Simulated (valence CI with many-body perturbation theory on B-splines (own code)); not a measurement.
Pr³⁸⁺ in three bases

Computed by relativistic CI+MBPT: three valence electrons over a frozen Dirac-Fock core [Ar], a basis of 7 s, 7 p, 8 d, 6 f, 4 g, 1 h functions for each j, with the one-electron correlation potential Σ1 (screened to all orders), the two-electron term Σ2, the three-electron term Σ3, Breit, model QED; selected single and double excitations, second order for the rest, scaled by the run's own slope (own B-spline code, finite nucleus).

The last digits are not significant, and no measured levels were compared; by estimate large intervals hold to a few tenths of a per cent, small ones and those within an open d or f shell to about a per cent. Only levels of the ground parity were solved; by the run's estimate the other parity begins above the list, which can be wrong where configurations are misplaced.

The reference run has the lowest level (3d3/2^3) J=3/2 and an ionisation energy of 2729.74 eV. Its largest variational space holds 4850 state functions.

Levels are named by their leading jj configuration (3d3/2^4 stands for four electrons in 3d with j = 3/2), which in mixed levels can hold well under half, so a name can repeat and another be missing. Letters in brackets count levels of one name in rising energy.

Changed runs:
A. basis 6 s, 6 p, 5 d, 5 f, 1 g
B. basis 5 s, 5 p, 4 d, 4 f

Excitation energies of the reference run in cm⁻¹, and shifts in cm⁻¹:

```tsv
Level	Reference	A	B
(3d3/2^2 3d5/2) J=5/2 [a]	152130	-200	-326
(3d3/2^2 3d5/2) J=3/2	196764	+20	+134
(3d3/2^2 3d5/2) J=7/2	206485	-11	+51
(3d3/2^2 3d5/2) J=9/2	216389	+116	+327
(3d3/2^2 3d5/2) J=1/2	225250	+89	+278
(3d3/2^2 3d5/2) J=5/2 [b]	336716	+174	+398
(3d3/2 3d5/2^2) J=7/2 [a]	363600	-46	-9.0
(3d3/2 3d5/2^2) J=9/2	384490	-43	+52
(3d3/2 3d5/2^2) J=3/2 [a]	415903	+57	+143
(3d3/2 3d5/2^2) J=1/2	432172	+192	+483
(3d3/2 3d5/2^2) J=11/2	445590	+225	+634
(3d3/2 3d5/2^2) J=5/2 [a]	460830	+265	+582
Ionisation energy (eV)	2729.74	-0.06	-0.09
```
